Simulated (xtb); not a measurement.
3-methylidenefuran (C₅H₆O), SMILES C1C(=C)C=CO1. All values are semi-empirical tight-binding results from xtb (GFN2-xTB unless named), good for trends rather than for accurate numbers. Geometry: GFN2-xTB. One conformer was computed; it need not be the lowest.

Optimised geometry:

```xyz
12

C      0.0335     2.1318     0.0000
C      0.0512     0.8027     0.0000
C      1.1880    -0.0959     0.0000
C      0.7189    -1.3490     0.0000
O     -0.6294    -1.4459     0.0000
C     -1.1474    -0.1173     0.0000
H      0.9463     2.6996     0.0000
H     -0.8883     2.6859     0.0000
H      2.2143     0.2091     0.0000
H      1.2451    -2.2866     0.0000
H     -1.7739     0.0129    -0.8887
H     -1.7739     0.0129     0.8887
```

```json
{
 "point_group_as_xtb_finds_it": "Cs",
 "orbital_gap": "3.41 eV",
 "dipole_moment": "0.34 D",
 "zero_point_energy": "59.4 kcal/mol",
 "G − E(el) at 298.15 K (modified RRHO)": "41.6 kcal/mol",
 "static polarisability (D4 model)": "61.6 bohr³",
 "solvation energy, GFN2-xTB/ALPB(water)": "-0.8 kcal/mol",
 "solvation energy, GFN2-xTB/ALPB(ch2cl2)": "-4.5 kcal/mol"
}
```

Task: Give the IR lines (harmonic; lines under 4 % of the strongest left out, lines within 3 cm⁻¹ merged). (An estimate is asked for; the answer gives what the named calculation found.)

Result: ν (cm⁻¹): 356 (w), 805 (w), 836 (w), 998 (m), 1062 (m), 1135 (m), 1208 (w), 1265 (w), 1302 (m), 1611 (vs), 1706 (m), 2914 (m), 2942 (w), 3118 (w), 3136 (w), 3146 (m), 3184 (w) (against the strongest line: vs over 80 %, s over 45 %, m over 15 %, w over 4 %, vw less)

Task: Give the atomic charges and the Wiberg bond orders between heavy atoms. (Estimate from the structure and the level; the computed values follow.)

Result: charges (e) C1 -0.12, C2 0.01, C3 -0.08, C4 0.10, O5 -0.25, C6 0.07, H7 0.04, H8 0.03, H9 0.04, H10 0.05, H11 0.05, H12 0.05. Bond orders C1–C2 1.82, C2–C3 1.12, C3–C4 1.73, C4–O5 1.11, C2–C6 1.00, O5–C6 0.96.
